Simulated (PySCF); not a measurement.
# How the method moves the HOMO and LUMO of `Nc1ccccn1`

Species: C5H6N2.
Z-matrix (Å and degrees, PBE0-D3(BJ)/def2-SVP geometry), rows numbered from 1:
```
N 
C   1  1.3674
C   2  1.4120  1  121.42
C   3  1.3846  2  118.36  1  -178.12
C   4  1.3976  3  119.64  2     0.18
C   5  1.3913  4  117.27  3    -0.15
N   6  1.3295  5  124.14  4    -0.13
H   1  1.0113  2  115.44  3  -168.01
H   1  1.0089  2  119.14  3   -20.81
H   3  1.0923  2  120.48  1     1.55
H   4  1.0931  3  119.82  2  -179.92
H   5  1.0909  4  121.78  3   179.95
H   6  1.0967  5  120.05  4  -179.85
```

Basis pcSseg-1 throughout (PySCF), one geometry. Isolated species at its PBE0-D3(BJ)/def2-SVP geometry, gas phase.

Q: How do the orbital energies, the gap and the dipole change with the method?

A: 
```tsv
method	kind	HOMO (eV)	LUMO (eV)	gap (eV)	μ (D)	SCF cycles
BLYP	GGA	-4.98	-1.19	3.79	2.02	15
B97-D	GGA	-5.12	-1.27	3.84	2.03	15
BP86	GGA	-5.27	-1.47	3.81	2.04	15
LDA	LDA	-5.36	-1.61	3.75	2.10	15
PBE0	global hybrid	-6.21	-0.47	5.74	2.02	14
CAM-B3LYP	range-separated hybrid	-7.40	0.66	8.05	2.01	13
wB97X-D	range-separated hybrid	-7.97	1.27	9.24	2.02	15
```

The HOMO spans 2.98 eV, from BLYP down to wB97X-D, and the gap runs from 3.75 eV (LDA) to 9.24 eV (wB97X-D). The dipole ranges from 2.01 D (CAM-B3LYP) to 2.10 D (LDA). This basis has no diffuse functions.

The vertical ΔSCF ionisation energy at wB97X-D/def2-SVPD is 8.21 eV; −ε(HOMO) comes closest to it with wB97X-D (7.97 eV).
